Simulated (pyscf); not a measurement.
H₃C–CH₂–B(OH)–OH, singlet

Gas-phase minimum from PySCF at ωB97X-D3(BJ)/def2-SVP, one conformer. 

```xyz
12

C     -1.2457     0.4084    -1.9091
C     -1.2533    -0.4178    -0.6199
B     -0.0419    -1.4264    -0.4439
O      0.9653    -1.5717    -1.3661
O      0.0148    -2.1986     0.6810
H     -2.1025     1.0980    -1.9684
H     -1.2926    -0.2358    -2.8047
H     -0.3341     1.0262    -1.9907
H     -2.1856    -1.0051    -0.5418
H     -1.2640     0.2440     0.2645
H      0.8583    -0.9960    -2.1298
H      0.7937    -2.7681     0.6758
```
Charge 0, spin multiplicity 1.

Bonded distances (Å): C1–C2 1.531, C1–H6 1.101, C1–H7 1.104, C1–H8 1.104, C2–B3 1.586, C2–H9 1.105, C2–H10 1.105, B3–O4 1.373, B3–O5 1.366, O4–H11 0.962, O5–H12 0.965. Angles (°): C2–C1–H6 112.3, C2–C1–H7 111.6, C2–C1–H8 111.6, H6–C1–H7 106.8, H6–C1–H8 106.7, H7–C1–H8 107.6, C1–C2–B3 115.6, C1–C2–H9 110.5, C1–C2–H10 110.5, B3–C2–H9 107.4, B3–C2–H10 107.4, H9–C2–H10 104.7, C2–B3–O4 123.6, C2–B3–O5 118.9 (the first ones only).

Properties at ωB97X-D3(BJ)/def2-SVP:

```
Quantity                                                                                                                                                                                                                                                                                    Result
---------------------------------------------------------------------------------------------------------------------  ---------------------------------------------------------------------------------------------------------------------------------------------------------------------------
Harmonic wavenumbers, unscaled                                                                                         43, 206, 219, 405, 450, 483, 519, 611, 748, 772, 979, 1008, 1014, 1033, 1082, 1261, 1261, 1401, 1417, 1443, 1475, 1492, 1493, 3047, 3073, 3113, 3131, 3146, 3897, 3929 cm⁻¹
Zero-point energy                                                                                                                                                                                                                                                                    63.1 kcal/mol
Rotational symmetry number                                                                                                                                                                                                                                                                       1
Entropy of this conformer at 298 K and 1 atm, rigid rotor and harmonic oscillator, modes under 100 cm⁻¹ raised to 100                                                                                                                                                              320.9 J/(mol K)
Dipole moment                                                                                                                                                                                                                                                                               1.38 D
```

Single-point totals, which compare only within one level:

```
level                   total energy (hartree)
----------------------  ----------------------
ωB97X-D3(BJ)/def2-TZVP              -256.04197
PBE/def2-TZVP                       -255.63156
r²SCAN/def2-TZVP                    -255.80764
B3LYP-D3(BJ)/def2-TZVP              -255.97360
PBE0-D3(BJ)/def2-TZVP               -255.66041
M06-2X/def2-TZVP                    -255.84362
ωB97M-D3(BJ)/def2-TZVP              -256.01473
```

The lowest mode is so soft that the shape along it may change with the basis. Soft torsions are taken as harmonic, which can shift the entropy by several J/(mol K).
